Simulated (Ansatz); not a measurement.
H5NS2Si (`N[SiH2]SS`), relaxed with RKS PBE-D4/def2-SVP in Ansatz 0.2.0 from a rough embedded geometry. The force threshold is 0.03 eV/Å; the program also tests the step.

Charge 0, multiplicity 1.

Start:

```xyz
9

N    -0.178    1.063   -0.597
Si   -0.366    0.366    0.866
S     1.223   -1.032    1.134
S     0.918   -2.208   -0.536
H    -0.906    1.789   -0.782
H    -0.310    0.380   -1.380
H    -1.712   -0.311    0.834
H    -0.370    1.422    1.887
H     1.702   -1.467   -1.426
```

How much energy does the relaxation release, and in how many steps? (Estimate.)

The calculation gave: 55.83 kJ/mol, in 13 steps.

Which bonds change most? (An estimate is asked.)

Ansatz gave: N1–Si2 from 1.631 to 1.735 Å; Si2–S3 from 2.133 to 2.193 Å; S3–S4 from 2.065 to 2.119 Å; Si2–H8 from 1.469 to 1.504 Å.

Give the relaxed structure. (Best estimate.)

The calculation gave: 
```xyz
9

N    -0.643    1.132   -0.679
Si   -0.505    0.301    0.839
S     1.320   -0.865    1.181
S     1.049   -2.211   -0.433
H     0.025    1.876   -0.901
H    -0.839    0.569   -1.511
H    -1.677   -0.627    0.936
H    -0.460    1.318    1.946
H     1.729   -1.492   -1.378
```
